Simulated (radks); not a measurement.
Effect of the nuclear size on neutral lead, [Hg] 6p2. Calculated with a radial shooting solver on a logarithmic mesh with Libxc functionals: Dirac Kohn-Sham, LDA (Slater exchange, Perdew-Wang correlation), spin-unpolarised, spherical densities, finite nucleus; open shells fill j = l - 1/2 first; Fermi nuclear charge, rms radius 5.5012 fm. The rms radius is varied about that value; shifts are against it.

[
 {"rms radius (fm)": "4.9401", "total energy shift (eV)": "-25.2", "density at nucleus (e/bohr^3)": "2.855e+06", "1s1/2 shift (meV)": "-10100", "2s1/2 shift (meV)": "-1530", "5s1/2 shift (meV)": "-18.5", "5p1/2 shift (meV)": "0.334", "6s1/2 shift (meV)": "-1.80", "6p1/2 shift (meV)": "0.246", "7s1/2 (empty) shift (meV)": "-0.135"},
 {"rms radius (fm)": "5.1711", "total energy shift (eV)": "-15.0", "density at nucleus (e/bohr^3)": "2.799e+06", "1s1/2 shift (meV)": "-5990", "2s1/2 shift (meV)": "-910", "5s1/2 shift (meV)": "-11.0", "5p1/2 shift (meV)": "0.199", "6s1/2 shift (meV)": "-1.07", "6p1/2 shift (meV)": "0.147", "7s1/2 (empty) shift (meV)": "-0.081"},
 {"rms radius (fm)": "5.5012", "total energy shift (eV)": "0", "density at nucleus (e/bohr^3)": "2.725e+06", "1s1/2 shift (meV)": "0.000", "2s1/2 shift (meV)": "0.000", "5s1/2 shift (meV)": "0.000", "5p1/2 shift (meV)": "0.000", "6s1/2 shift (meV)": "0.000", "6p1/2 shift (meV)": "0.000", "7s1/2 (empty) shift (meV)": "0.000"},
 {"rms radius (fm)": "5.6827", "total energy shift (eV)": "8.49", "density at nucleus (e/bohr^3)": "2.687e+06", "1s1/2 shift (meV)": "3380", "2s1/2 shift (meV)": "514", "5s1/2 shift (meV)": "6.22", "5p1/2 shift (meV)": "-0.112", "6s1/2 shift (meV)": "0.606", "6p1/2 shift (meV)": "-0.083", "7s1/2 (empty) shift (meV)": "0.046"},
 {"rms radius (fm)": "6.1283", "total energy shift (eV)": "30.0", "density at nucleus (e/bohr^3)": "2.6e+06", "1s1/2 shift (meV)": "11900", "2s1/2 shift (meV)": "1810", "5s1/2 shift (meV)": "22.0", "5p1/2 shift (meV)": "-0.393", "6s1/2 shift (meV)": "2.14", "6p1/2 shift (meV)": "-0.293", "7s1/2 (empty) shift (meV)": "0.161"}
]

Slopes of the eigenvalues against <r^2> in GHz/fm^2, as finite differences over the two radii next to the reference (eigenvalue slopes, not the field-shift constants of lines): 1s1/2 408000, 2s1/2 62000, 5s1/2 750, 5p1/2 -13.5, 6s1/2 73.1, 6p1/2 -10.00, 7s1/2 (empty) 5.50.
